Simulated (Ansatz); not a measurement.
Born–Oppenheimer molecular dynamics of CH8BF2PSi2 (15 atoms, charge 0, multiplicity 1). It starts from a relaxed structure.

Computed with Ansatz, RKS PBE/6-31G.

```
ensemble                      : NVE (velocity Verlet)
time step                     : 0.5 fs
steps asked                   : 250
starting velocities drawn for : 300 K
seed                          : 214221
```

First frame:

```xyz
15
Properties=species:S:1:pos:R:3
C -0.298 -2.216 -0.364
Si 1.178 -1.027 -0.618
F 2.253 -1.749 -1.764
B 0.542 0.783 -1.308
F 0.356 0.951 -2.670
P 0.340 2.327 -0.180
Si -0.816 1.619 1.701
H -0.984 -1.815 0.404
H 0.057 -3.205 -0.030
H -0.861 -2.346 -1.303
H 1.959 -0.896 0.681
H -0.642 3.124 -0.890
H -2.196 1.078 1.392
H 0.021 0.531 2.332
H -0.930 2.790 2.646
```

(1) What does the run give?

(2) What happens to the structure?

(3) How do temperature and energy run in time?

Results:

(1) The run went to its last step.

```json
{
 "steps done": "250",
 "time covered": "125 fs",
 "mean temperature over the second half": "157 K",
 "spread of the potential energy over the second half": "3.0 meV per atom",
 "mean potential energy of the second half above the start": "16.0 meV per atom"
}
```

The conserved energy stayed within 0.098 meV per atom of its start (net change 0.054 meV per atom), so the integration is sound. The temperature averaged 0.52 of the 300 K drawn at the start: a run that starts near a minimum puts about half its kinetic energy into the potential. A run of 0.12 ps of so small a system gives no equilibrium averages. Limits of this set-up: no polarisation functions.

(2) The same pairs are bonded in the first frame and the last. Pairs count as bonded within 1.25 times the sum of covalent radii (0.12 Å more for H–H). This is one draw of velocities; another would differ in detail.

(3) 
```json
{"time (fs)": "0.0", "T (K)": "300", "potential energy less start (eV)": "0.000", "conserved less start (meV/atom)": "0.00"}
{"time (fs)": "6.0", "T (K)": "224", "potential energy less start (eV)": "0.127", "conserved less start (meV/atom)": "0.03"}
{"time (fs)": "12.0", "T (K)": "211", "potential energy less start (eV)": "0.150", "conserved less start (meV/atom)": "0.04"}
{"time (fs)": "18.0", "T (K)": "184", "potential energy less start (eV)": "0.196", "conserved less start (meV/atom)": "0.05"}
{"time (fs)": "24.0", "T (K)": "197", "potential energy less start (eV)": "0.174", "conserved less start (meV/atom)": "0.04"}
{"time (fs)": "30.0", "T (K)": "126", "potential energy less start (eV)": "0.293", "conserved less start (meV/atom)": "0.07"}
{"time (fs)": "36.0", "T (K)": "116", "potential energy less start (eV)": "0.310", "conserved less start (meV/atom)": "0.06"}
{"time (fs)": "42.0", "T (K)": "83", "potential energy less start (eV)": "0.366", "conserved less start (meV/atom)": "0.07"}
{"time (fs)": "48.0", "T (K)": "85", "potential energy less start (eV)": "0.362", "conserved less start (meV/atom)": "0.06"}
{"time (fs)": "54.0", "T (K)": "93", "potential energy less start (eV)": "0.349", "conserved less start (meV/atom)": "0.05"}
{"time (fs)": "60.0", "T (K)": "90", "potential energy less start (eV)": "0.353", "conserved less start (meV/atom)": "0.06"}
{"time (fs)": "66.0", "T (K)": "98", "potential energy less start (eV)": "0.341", "conserved less start (meV/atom)": "0.06"}
{"time (fs)": "72.0", "T (K)": "127", "potential energy less start (eV)": "0.291", "conserved less start (meV/atom)": "0.05"}
{"time (fs)": "78.0", "T (K)": "168", "potential energy less start (eV)": "0.222", "conserved less start (meV/atom)": "0.02"}
{"time (fs)": "84.0", "T (K)": "156", "potential energy less start (eV)": "0.242", "conserved less start (meV/atom)": "0.03"}
{"time (fs)": "90.0", "T (K)": "178", "potential energy less start (eV)": "0.205", "conserved less start (meV/atom)": "0.02"}
{"time (fs)": "96.0", "T (K)": "182", "potential energy less start (eV)": "0.198", "conserved less start (meV/atom)": "0.02"}
{"time (fs)": "102.0", "T (K)": "206", "potential energy less start (eV)": "0.159", "conserved less start (meV/atom)": "0.02"}
{"time (fs)": "108.0", "T (K)": "178", "potential energy less start (eV)": "0.206", "conserved less start (meV/atom)": "0.03"}
{"time (fs)": "114.0", "T (K)": "167", "potential energy less start (eV)": "0.225", "conserved less start (meV/atom)": "0.06"}
{"time (fs)": "120.0", "T (K)": "138", "potential energy less start (eV)": "0.273", "conserved less start (meV/atom)": "0.09"}
```

Run time: 20 min on 2 threads of Arm Neoverse N1 (shared host), peak memory 0.16 GiB.
